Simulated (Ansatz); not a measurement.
```yaml
crystal:
  periodic: [false, false, false]
  atoms:
    - {symbol: N, position_ang: [-1.559652, 1.554580, -0.236054]}
    - {symbol: C, position_ang: [-0.896034, 0.357912, -0.185786]}
    - {symbol: C, position_ang: [0.404035, 0.205509, 0.094189]}
    - {symbol: F, position_ang: [1.097645, 1.342835, 0.419625]}
    - {symbol: Si, position_ang: [1.349770, -1.383201, 0.074041]}
    - {symbol: H, position_ang: [-1.089589, 2.338018, 0.187139]}
    - {symbol: H, position_ang: [-2.552373, 1.533855, -0.084389]}
    - {symbol: H, position_ang: [-1.469943, -0.523361, -0.445890]}
    - {symbol: H, position_ang: [0.378179, -2.450415, -0.282107]}
    - {symbol: H, position_ang: [2.452966, -1.358262, -0.923526]}
    - {symbol: H, position_ang: [1.950397, -1.674471, 1.403359]}
basis:
  gaussian: {orbitals: def2-SVPD}
magnetization: {spin_polarized: true, initial_magnetization: 8}
hamiltonian: {xc: {name: B3LYP5}}
```

```sh
$ ansatz run in.yaml --threads 4 --pin off --events-out ev --progress --plain --max-ram 10444MiB
```

Output, abridged:

```
Functional definition: B3LYP5
1319 factors; their error is unknown
mean field evaluation 1: about -14203.7425 eV, gradient 4.6e1 eV
mean field evaluation 2: about -14071.6295 eV, gradient 1.3e2 eV
mean field evaluation 4: about -14188.8975 eV, gradient 6.0e1 eV
mean field evaluation 8: about -14216.3238 eV, gradient 2.3e0 eV
mean field evaluation 16: about -14216.4700 eV, gradient 2.8e-1 eV
mean field evaluation 32: about -14216.5377 eV, gradient 3.4e-5 eV
mean field -14216.53768546 eV, -522.4481236254 hartree, gradient 7.1e-6 eV, S^2 20.011922; 10 other end points of the search recorded, 0 dependent functions left out
reference -14216.53796698 eV, -522.4481339711 hartree; 28, 20 occupied and 127, 135 virtual orbitals, 1319 factors
Total energy: -14216.53796698 eV, -522.4481339711 hartree
```

In this input the spin is set far too high for this molecule. Self-consistency was reached. The result belongs to that input, not to the molecule as meant.
